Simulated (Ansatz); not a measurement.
Basis sets compared for AlMe2(acac) (C₇H₁₃AlO₂). Charge 0, multiplicity 1. Geometry PBE-D4/def2-SVP. Ansatz on 2 threads of AMD EPYC 7R13 on a shared host and a share (18 GiB) of an NVIDIA H100 80GB HBM3; times are rough, and most runs start from earlier orbitals.

| atom | x (Å) | y (Å) | z (Å) |
| --- | --- | --- | --- |
| Al1 | -0.449 | 0.444 | 1.360 |
| C2 | 0.196 | -0.570 | 2.917 |
| H3 | 0.817 | -1.444 | 2.628 |
| H4 | -0.643 | -0.955 | 3.536 |
| H5 | 0.818 | 0.063 | 3.587 |
| C6 | -1.647 | 1.997 | 1.506 |
| H7 | -1.841 | 2.478 | 0.523 |
| H8 | -1.230 | 2.779 | 2.176 |
| H9 | -2.634 | 1.711 | 1.929 |
| O10 | -1.159 | -0.758 | 0.093 |
| C11 | -0.672 | -1.062 | -1.059 |
| C12 | -1.462 | -2.067 | -1.854 |
| C13 | 0.520 | -0.512 | -1.583 |
| C14 | 1.308 | 0.438 | -0.894 |
| C15 | 2.568 | 0.979 | -1.516 |
| O16 | 1.025 | 0.896 | 0.275 |
| H17 | -1.005 | -2.298 | -2.833 |
| H18 | -1.562 | -3.001 | -1.262 |
| H19 | -2.491 | -1.682 | -2.007 |
| H20 | 0.850 | -0.838 | -2.577 |
| H21 | 2.754 | 0.580 | -2.529 |
| H22 | 3.430 | 0.735 | -0.861 |
| H23 | 2.508 | 2.085 | -1.556 |

Binding counts from free atoms (Al doublet, C triplet, H doublet, O triplet) in the same basis, without a counterpoise term.

```tsv
level	functions	energy (Eh)	HOMO (eV)	LUMO (eV)	binding per atom (eV)	wall time
HF/STO-3G	67	-656.2553	-6.52	5.40	3.94	8.5 s
HF/6-31G	120	-664.2107	-9.38	1.86	3.05	6 s
PBE-D4/def2-SVP	209	-666.5341	-5.42	-2.67	4.52	12 s
PBE0-D4/def2-SVP	209	-666.5970	-6.66	-1.85	4.44	11 s
```

Question: Estimate the rows for PBE-D4/def2-TZVP, PBE0-D4/def2-TZVP (with forces).

Answer: 
```csv
level,functions,energy (Eh),HOMO (eV),LUMO (eV),binding per atom (eV),wall time
PBE-D4/def2-TZVP,394,-667.0913,-5.53,-2.80,4.47,15 s
PBE0-D4/def2-TZVP (with forces),394,-667.1461,-6.71,-1.93,4.39,17 s
```
